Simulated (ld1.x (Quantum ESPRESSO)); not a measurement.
What the settings do to the PAW potential of Zr (Z = 40)

Base potential:

| Quantity | Value |
| --- | --- |
| Element | zirconium (Zr) |
| Generator | ld1.x (Quantum ESPRESSO) 7.5 |
| Type | PAW |
| Functional | PBE |
| Relativity | scalar-relativistic |
| Frozen core | [Kr] |
| Valence charge | 4 |
| Reference configuration | 4d2 5s2 5p0 |
| Partial waves | 5s (bound): rcut 3.05, rcutus 3.55 bohr; 5s channel at 1.55 Ry: rcut 3.05, rcutus 3.55 bohr; 5p (bound, empty): rcut 2.65, rcutus 2.90 bohr; 5p channel at 0.3 Ry: rcut 2.65, rcutus 2.90 bohr; 4d (bound): rcut 2.00, rcutus 2.20 bohr; 4d channel at 0.15 Ry: rcut 2.00, rcutus 2.20 bohr |
| Local potential | all-electron potential smoothed inside 3.00 bohr (lloc = -1) |
| Core correction | Bessel-smoothed model core, default radius (core density twice the valence density) |
| Augmentation charge | PSQ, inside the norm-conserving radii |

All-electron outer shells of the reference configuration (PBE, scalar-relativistic, ld1.x):

| shell | level (eV) | outermost node (bohr) | outermost maximum (bohr) |
| --- | --- | --- | --- |
| 4s | -54.50 | 0.55 | 1.08 |
| 4p | -32.46 | 0.56 | 1.17 |
| 5s | -4.44 | 1.47 | 3.15 |
| 4d | -3.60 | 0.58 | 1.59 |
| 5p | -1.47 | 1.70 | 4.15 |

Cutoffs, loose and tight: the cutoffs (Ry, on a coarse ladder) from which the occupation-weighted sum of valence levels, in a spherical-Bessel basis at the reference potential, stays within 10 and 1 mRy of its value at 400 Ry. They do not see the model core or the augmentation charge, which bear on the density cutoff. Test errors are all-electron minus pseudo excitation energies from the reference, over the configurations 4d2 5s1 5p0; 4d2 5s0 5p0; 4d1 5s0 5p0; 4d2 5s0 5p2; 4d1 5s2 5p0; 4d3 5s1 5p0; 4d2 5s1 5p1. A dash means not determined; rows that change the core or the reference have their own tests. The largest error is taken over the tests solved by every variant that gives reliable tests at all: 4d1 5s0 5p0; 4d2 5s0 5p0; 4d2 5s1 5p0.

A true bound ghost makes a file unfit for plane-wave use even where its test errors are small: the radial tests pick states by their node count and pass the ghost by. Where a test does run into it, the solver fails or the error is huge.

The default core radius of the base comes out at 1.99 bohr.

```tsv
change	outcome	cutoff, loose	cutoff, tight	bound ghosts	largest test error (meV)
base	generated	18 Ry	21 Ry	p	-370
core correction a·sin(br)/r model core, default radius (ld1.x builds one for every PAW set, though the input has nlcc=.false.)	generated	18 Ry	21 Ry	p	-369
core correction Bessel-smoothed model core inside 0.92 bohr	generated	18 Ry	21 Ry	p	-369
core correction Bessel-smoothed model core inside 1.16 bohr	generated	18 Ry	21 Ry	p	-369
core correction Bessel-smoothed model core inside 1.32 bohr	generated	18 Ry	21 Ry	p	-369
core correction Bessel-smoothed model core inside 1.58 bohr	generated	18 Ry	21 Ry	p	-369
core correction Bessel-smoothed model core inside 1.80 bohr	generated	18 Ry	21 Ry	p	-369
core correction Bessel-smoothed model core inside 2.00 bohr	generated	18 Ry	21 Ry	p	-370
core correction Bessel-smoothed model core inside 2.16 bohr	generated	18 Ry	21 Ry	p	-370
core correction Bessel-smoothed model core inside 2.42 bohr	generated	18 Ry	21 Ry	p	-370
core correction Bessel-smoothed model core inside 2.60 bohr	generated	18 Ry	21 Ry	p	-371
```
